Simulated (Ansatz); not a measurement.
Basis-set series for C3H7AlO, SMILES `C[C]1(C)[O][AlH]1`. Charge 0, multiplicity 1. All single points use the PBE0-D4/def2-TZVP geometry.

| functional | basis | functions | energy (Eh) | HOMO (eV) | LUMO (eV) |
| --- | --- | --- | --- | --- | --- |
| PBE0-D4 | def2-TZVPP | 264 | -435.90774 | -6.07 | -1.10 |
| PBE0-D4 | def2-QZVPP | 508 | -435.92663 | -6.10 | -1.17 |
| ωB97M-V | def2-TZVPP | 264 | -436.13950 | -8.23 | 0.48 |
| ωB97M-V | def2-QZVPP | 508 | -436.15787 | -8.26 | 0.22 |

(1) Give the rows for def2-SVP. (Best estimate.)

## Answers

(1) Computed: 
```
functional     basis  functions  energy (Eh)  HOMO (eV)  LUMO (eV)
   PBE0-D4  def2-SVP        109   -435.60031      -6.02      -0.94
   ωB97M-V  def2-SVP        109   -435.82274      -8.15       0.76
```

Positive LUMOs are unbound and depend on the basis.
